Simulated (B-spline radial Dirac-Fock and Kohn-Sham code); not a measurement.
## Run log: O

ΔSCF core binding energies without Breit or QED terms, calculated with a radial atomic solver. Keys: rel is the Hamiltonian (dirac, or spin-free x2c and nr, where L3 and M5 stand for the whole 2p and 3d shells), method is hf or an exchange,correlation pair (spin-unpolarised, also for the hole states), nuc the nuclear model, radius_factor scales its radius, rmax is the box in bohr, h the logarithmic mesh step, order the B-spline order, points the quadrature points per cell, c_factor scales the speed of light, and damp, ndamp, maxit and tol steer the iteration. The run stops when the commutator error falls below 10·tol·max(1, Z/10), or the numerical noise floor, and the energy has settled to about 1e-8 Ha; the virial ratio is −V/T.

Input (task.json):

```json
{"items": [{"Z": 8, "q": 0, "cfg": [[1, 0, 2], [2, 0, 2], [2, 1, 4]], "A": 16, "rrms": 2.6991, "do": "settings", "holes": ["K", "L3", "M5"],
  "settings": [{"rel": "dirac", "method": "hf", "nuc": "fermi", "radius_factor": 1.0, "rmax": 45.0, "h": 0.3, "order": 8, "points": 10, "c_factor": 2.0, "maxit": 60, "damp": 0.5, "ndamp": 3, "tol": 1e-08}]}]}
```

Command: `python xray2_run.py task.json out`

Ground-state iterations:

```
iter   energy (Ha)        error
   1      -73.08837293  3.27e-01
   2      -74.40032714  1.52e-01
   3      -74.74132041  4.73e-02
   4      -74.77924907  1.46e-02
   5      -74.78244516  5.82e-03
   6      -74.78311848  2.57e-04
   7      -74.78311986  5.24e-05
   8      -74.78311990  6.87e-06
   9      -74.78311990  4.56e-07
```

The ground state converged in 9 iterations, with total energy -74.78312 Ha, virial ratio 1.99963 and highest orbital energy -16.76 eV. ΔSCF binding energies: K (1s) 545.5 eV. Holes are computed only in closed shells, and unreliable hole states are left out.
